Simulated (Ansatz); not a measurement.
Relaxation of CH11NOSi2 (16 atoms, charge 0, multiplicity 1), to a largest force component of 0.03 eV/Å in at most 50 steps.

These are results of RKS B3LYP-D4/def2-SVP in Ansatz 0.2.0, not measurements.

```xyz
16
Properties=species:S:1:pos:R:3
Si 1.041 0.805 0.455
N 1.634 -0.864 0.284
O -0.176 1.209 -0.614
Si -0.588 1.102 -2.219
H 2.249 1.632 0.171
H 0.520 1.092 1.807
H -0.131 -1.347 1.721
C -1.189 -1.112 1.671
H 0.993 -1.642 0.156
H 2.465 -0.986 -0.291
H -1.472 2.247 -2.568
H 0.630 1.138 -3.084
H -1.314 -0.176 -2.476
H -1.413 -0.497 0.790
H -1.771 -2.045 1.619
H -1.477 -0.557 2.575
```

Problem. Where does it end, and by what steps?

Solution. It converged. The force dipped under the threshold on the way, but the program's further checks kept it going. After 24 steps the energy has fallen by 0.203 eV; H16 moved furthest, 1.33 Å.

```csv
step,energy less start (eV),largest force component (eV/Å),accepted
0,0.0000,1.078,yes
1,-0.1237,0.700,yes
2,-0.1554,0.711,yes
3,-0.1449,0.465,no
4,-0.1708,0.260,yes
5,-0.1770,0.042,yes
6,-0.1776,0.030,yes
7,-0.1801,0.072,yes
8,-0.1816,0.140,yes
9,-0.1837,0.101,yes
10,-0.1852,0.192,yes
11,-0.1873,0.150,yes
12,-0.1899,0.009,yes
13,-0.1905,0.226,yes
14,-0.1934,0.075,yes
15,-0.1950,0.128,yes
16,-0.1965,0.174,yes
17,-0.1989,0.083,yes
18,-0.2005,0.047,yes
19,-0.1999,0.231,no
20,-0.1993,0.078,no
21,-0.2013,0.007,yes
22,-0.2020,0.103,yes
23,-0.2027,0.035,yes
24,-0.2030,0.030,yes
```

```xyz
16
Properties=species:S:1:pos:R:3
Si 1.436 0.907 0.296
N 1.822 -0.768 0.243
O 0.070 1.338 -0.571
Si -0.687 1.053 -2.021
H 2.599 1.634 -0.284
H 1.159 1.306 1.697
H -0.671 -1.149 2.345
C -1.449 -1.148 1.567
H 1.267 -1.466 0.726
H 2.351 -1.170 -0.523
H -1.673 2.140 -2.267
H 0.303 1.028 -3.140
H -1.400 -0.258 -1.993
H -1.441 -0.182 1.044
H -1.256 -1.956 0.844
H -2.430 -1.309 2.038
```

The run took 93 s on 4 threads of Arm Neoverse N1, with other jobs on the host, peak memory 0.34 GiB.
